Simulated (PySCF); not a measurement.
Rb: electron affinity

Rb⁻ [Kr] 5s2 (1S) → Rb [Kr] 5s1 (2S), as a difference of total energies. Computed with PySCF 2.14 in aug-cc-pwCVTZ-X2C with one added diffuse shell each of s, p, d, f type (11s10p8d4f, 109 functions), with the spin-free X2C one-electron Hamiltonian (Gaussian nucleus). Correlated levels: valence: [Kr] frozen; valence and next inner shell: [Ar] 3d10 frozen. The calculations carry no spin-orbit coupling.

Question: Order these methods by the electron affinity they give, lowest first.
A. MN15
B. PBE
C. MP2 (valence and next inner shell)
D. PBE0

Answer: C (0.342 eV), D (0.473 eV), B (0.512 eV), A (0.852 eV).

Errors of the correlated levels include the incompleteness of this basis and the frozen core.

A negative affinity means that the anion lies above the atom at that level of theory.

In the anion the highest occupied orbital energy is positive at LDA, PBE, PBE0, r2SCAN, TPSSh, a self-interaction effect; the basis confines that electron, and the energy difference can still be sensible.

For comparison: 0.486 eV (measured; photodetachment measurements, as compiled on the Wikipedia data page of electron affinities).
